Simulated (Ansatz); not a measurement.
Cartesian coordinates in Å:
```
C 1.269 -0.053 2.556
O 0.278 -0.063 1.575
W 0.173 0.169 -0.262
O 0.409 0.257 -2.169
O 1.614 -1.088 -0.266
O 1.297 1.716 -0.163
F -1.200 1.520 -0.202
O -1.260 -0.958 -0.570
C -2.521 -0.882 -1.166
H 1.799 0.905 2.533
H 0.809 -0.198 3.536
H 1.981 -0.859 2.358
H 1.058 0.879 -2.504
H 1.971 -1.329 -1.124
H 0.864 2.573 -0.161
H -2.998 0.064 -0.898
H -3.129 -1.719 -0.818
H -2.411 -0.936 -2.254
```

The species carries charge 0 and has multiplicity 1. W takes the def2 core potential.

List the B3LYP/def2-TZVPP orbital energies in eV (Ansatz). (Best estimate.)

Ansatz gave: Occupied: -670.25, -521.32, -521.18, -520.58, -520.51, -520.46, -278.30, -278.27, -84.12, -47.20, -47.18, -47.13, -30.56, -28.04, -27.85, -26.82, -26.71, -26.57, -18.84, -18.77, -14.58, -14.44, -14.23, -13.37, -13.15, -12.96, -12.82, -12.60, -12.40, -11.75, -11.36, -11.08, -10.52, -9.99, -9.84, -9.43, -9.32, -8.76, -8.64, -8.55, -8.44, -8.11. Lowest empty: -2.18, -2.12, -1.93, 0.33, 1.17, 1.43, 1.58, 2.03.

B3LYP here is the variant with VWN-RPA as its local correlation; programs differ in this.
